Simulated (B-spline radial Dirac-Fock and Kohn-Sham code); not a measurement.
**How the levels of promethium move as electrons are removed**

Level of theory: Dirac-Fock (average of configuration) total-energy differences with a finite nucleus, the Breit interaction including its frequency dependence, and self-energy and vacuum-polarisation corrections; a B-spline atomic structure program. Each ion is free and in its tabulated ground configuration. The model has no electron correlation.

Reference: Pm⁵⁺, [Kr] 4d10 4f3 5s2 5p5, with L3 (2p3/2) 6539.3 eV, M3 (3p3/2) 1441.8 eV, M4 (3d3/2) 1133.7 eV, M5 (3d5/2) 1109.9 eV, O1 (5s) 108.8 eV, Kα1 (K-L3) 38721.5 eV, Kβ1 (K-M3) 43818.9 eV, Lα1 (L3-M5) 5429.4 eV. Shifts from it, in eV (a dash: the subshell is empty, belongs to an open shell averaged over j, or its hole state is left out as unreliable):

```
  ion          configuration  L3 (2p3/2)  M3 (3p3/2)  M4 (3d3/2)  M5 (3d5/2)  O1 (5s)    Kα1    Kβ1    Lα1
 Pm⁶⁺  [Kr] 4d10 4f3 5s2 5p4       +18.2       +17.7       +17.8       +17.8    +14.0  +0.43  +0.87  +0.32
 Pm⁷⁺  [Kr] 4d10 4f3 5s2 5p3       +37.2       +36.2       +36.5       +36.4    +28.4  +0.89  +1.81  +0.71
 Pm⁸⁺  [Kr] 4d10 4f3 5s2 5p2       +56.9       +55.5       +55.8       +55.8    +43.2  +1.41  +2.88  +1.15
 Pm⁹⁺  [Kr] 4d10 4f3 5s2 5p1       +77.5       +75.4       +75.8       +75.8    +58.4  +1.99  +4.06  +1.63
Pm¹⁰⁺      [Kr] 4d10 4f3 5s2       +98.7       +96.0       +96.6       +96.6    +74.0  +2.62  +5.37  +2.17
Pm¹¹⁺      [Kr] 4d10 4f2 5s2      +130.5      +128.9      +129.3      +129.3    +94.9  +1.76  +3.36  +1.18
Pm¹²⁺      [Kr] 4d10 4f1 5s2      +164.1      +163.7      +164.0      +164.0   +116.6  +0.81  +1.23  +0.15
Pm¹³⁺          [Kr] 4d10 5s2      +199.6      +200.3      +200.4      +200.4   +139.1  -0.24  -1.01  -0.88
Pm¹⁴⁺          [Kr] 4d10 5s1      +225.4      +225.4      +225.7      +225.7   +159.4  +0.26  +0.31  -0.22
Pm¹⁵⁺              [Kr] 4d10      +252.0      +251.1      +251.5      +251.5        –  +1.18  +2.10  +0.49
```

Over this range L3 (2p3/2) moves by +252.0 eV and Kα1 by +1.2 eV: a line is a difference of two levels that shift in the same direction.

Values without a named source are computed, but for edge energies of neutral atoms, which are taken from tables.
